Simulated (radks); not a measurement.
W1.75+, configuration [Xe] 4f14 5d(up 2, down 2) 6s(up 0.25, down 0) (fractional occupations, a model configuration). All-electron calculation, scalar-relativistic Kohn-Sham, r2SCAN, spin-polarised, spherical densities, finite nucleus; meta-GGA in the generalised Kohn-Sham scheme; Fermi nuclear charge, rms radius 5.3658 fm. Program: a radial shooting solver on a logarithmic mesh with Libxc functionals.

Radial electron density D(r) = 4 pi r^2 rho(r):

```
   r/bohr * D(r) (the largest magnitude, 136, reaches the edge; | marks zero)
 0.001956 |       *
 0.002277 |         *
 0.002651 |            *
 0.003086 |              *
 0.003564 |                 *
 0.004149 |                    *
  0.00483 |                        *
 0.005622 |                            *
 0.006545 |                               *
  0.00762 |                                   *
 0.008871 |                                     *
  0.01024 |                                       *
  0.01193 |                                        *
  0.01388 |                                        *
  0.01616 |                                      *
  0.01882 |                                     *
  0.02191 |                                    *
   0.0255 |                                   *
  0.02945 |                                     *
  0.03429 |                                         *
  0.03992 |                                              *
  0.04647 |                                                   *
   0.0541 |                                                      *
  0.06298 |                                                     *
  0.07332 |                                                 *
  0.08467 |                                            *
  0.09857 |                                         *
   0.1148 |                                           *
   0.1336 |                                               *
   0.1555 |                                                 *
    0.181 |                                               *
   0.2108 |                                      *
   0.2434 |                              *
   0.2834 |                         *
   0.3299 |                          *
    0.384 |                             *
   0.4471 |                             *
   0.5205 |                         *
   0.6059 |                  *
   0.6998 |            *
   0.8147 |         *
   0.9484 |      *
    1.104 |     *
    1.285 |    *
    1.496 |  *
    1.742 | *
    2.012 |*
    2.342 |*
    2.726 *
    3.174 *
    3.695 *
    4.302 *
    5.008 *
    5.784 *
    6.733 *
    7.838 *
```

D(r) has 4 maxima, at r = 0.0124, 0.0568, 0.158, 0.419 bohr, and minima at 0.0239, 0.102, 0.295 bohr, inside which lie 1.91, 11.05, 29.84 electrons.
